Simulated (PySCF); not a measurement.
Si(F)(OH)2(SMe) (CH5FO2SSi), SMILES CS[Si](O)(O)F.

The structure is a stationary point at B3LYP-D3(BJ)/def2-SVP. The values are those of a single conformer.

The numbers are results of PBE/def2-TZVP (PySCF), not measurements.

Gas-phase values at a fixed geometry.

```yaml
total_energy: -978.82213 hartree
highest_occupied_level: -6.00 eV
lowest_empty_level: -0.76 eV
orbital_gap: 5.24 eV
dipole_moment: 0.90 D
quadrupole, principal values (traceless, Buckingham form, about the centre of nuclear charge): -10.66, 3.98, 6.68 D·Å
mean_static_polarisability: 62.3 bohr³ (9.23 Å³)
polarisability_principal_values: 51.5, 59.9, 75.4 bohr³
```
